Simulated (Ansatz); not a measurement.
Geometry optimisation, RKS B3LYP-D4/6-31G* in Ansatz 0.2.0.

Input:

```yaml
crystal:
  periodic: [false, false, false]
  atoms:
    - { symbol: B, position_ang: [0.036919, -0.485346, -0.480888] }
    - { symbol: Cl, position_ang: [0.034694, 0.027168, 2.542793] }
    - { symbol: Cl, position_ang: [1.539529, 0.258378, -0.987618] }
    - { symbol: Cl, position_ang: [-1.518727, 0.198381, -0.885307] }
    - { symbol: H, position_ang: [0.081708, -1.527573, 0.088177] }
    - { symbol: H, position_ang: [-0.056323, -1.141608, 1.909143] }
basis:
  gaussian: { orbitals: "6-31G*" }
hamiltonian:
  xc: b3lyp
  dispersion: d4
relax:
  f_tol: 0.03
  max_steps: 50
```

Command:

```bash
$ ansatz run input.yaml --threads 1 --pin off --max-ram 2048MiB --backend cpu --events-out ev --progress --plain --runs-dir out
```

Q: Where does it end, and by what steps?

A: It converged. The force dipped under the threshold on the way, but the program's further checks kept it going. After 22 steps the energy has fallen by 0.141 eV; H6 moved furthest, 1.12 Å.

```tsv
step	energy less start (eV)	largest force component (eV/Å)	accepted
0	0.0000	1.004	yes
1	-0.0687	0.472	yes
2	0.0843	1.603	no
3	-0.0919	0.386	yes
4	-0.1050	0.270	yes
5	-0.1147	0.238	yes
6	-0.1238	0.172	yes
7	-0.1283	0.107	yes
8	-0.0852	1.383	no
9	-0.1313	0.044	yes
10	-0.1324	0.034	yes
11	-0.1277	0.551	no
12	-0.1337	0.027	yes
13	-0.1334	0.232	no
14	-0.1336	0.091	no
15	-0.1339	0.038	yes
16	-0.1346	0.018	yes
17	-0.1352	0.151	yes
18	-0.1357	0.105	yes
19	-0.1381	0.009	yes
20	-0.1382	0.109	yes
21	-0.0330	1.417	no
22	-0.1414	0.019	yes
```

```xyz
6
Properties=species:S:1:pos:R:3
B 0.078 -0.503 -0.761
Cl 0.379 -0.161 2.501
Cl 1.487 0.471 -1.122
Cl -1.536 0.165 -0.886
H 0.215 -1.644 -0.475
H -0.506 -0.998 2.928
```

Whether the end is a true minimum wasn't checked by a vibrational analysis.

Time of the run: 92 s on 1 thread of AMD EPYC 7R43 64-Core Processor (Zen 3), with other jobs on the host, peak memory 0.17 GiB.
